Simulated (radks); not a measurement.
Results of a calculation; reference values are marked as such.
Coulomb parameter of the 3d shell of neutral vanadium in the model configuration [Ar] 3d2 4s2 4p1, as a second difference U = [E(n + 0.5) + E(n - 0.5) - 2 E(n)] / (0.5)^2 with all orbitals relaxed. "Bare": the charge of the atom changes with n. "Screened": the 4p shell takes up the change at fixed total charge, which measures U(3d,3d) + U(4p,4p) - 2 U(3d,4p). Level of theory: Dirac Kohn-Sham, PBEsol, spin-unpolarised, spherical densities, finite nucleus; open shells are shared between the two j in proportion to 2j + 1; Fermi nuclear charge, rms radius 3.6002 fm (a radial shooting solver on a logarithmic mesh with Libxc functionals).

[
 {"case": "start", "configuration": "[Ar] 3d2 4s2 4p1", "E - E(n) (eV)": "0.000"},
 {"case": "bare +0.5", "configuration": "[Ar] 3d2.5 4s2 4p1", "E - E(n) (eV)": "-3.930"},
 {"case": "bare -0.5", "configuration": "[Ar] 3d1.5 4s2 4p1", "E - E(n) (eV)": "6.877"},
 {"case": "screened +0.5", "configuration": "[Ar] 3d2.5 4s2 4p0.5", "E - E(n) (eV)": "-3.438"},
 {"case": "screened -0.5", "configuration": "[Ar] 3d1.5 4s2 4p1.5", "E - E(n) (eV)": "4.645"}
]

U(bare) = 11.790 eV, U(screened by 4p) = 4.828 eV, against the Slater integral F0(3d,3d) = 19.911 eV with frozen orbitals. The step up makes a negative ion, whose loosely bound charge lowers the bare value.
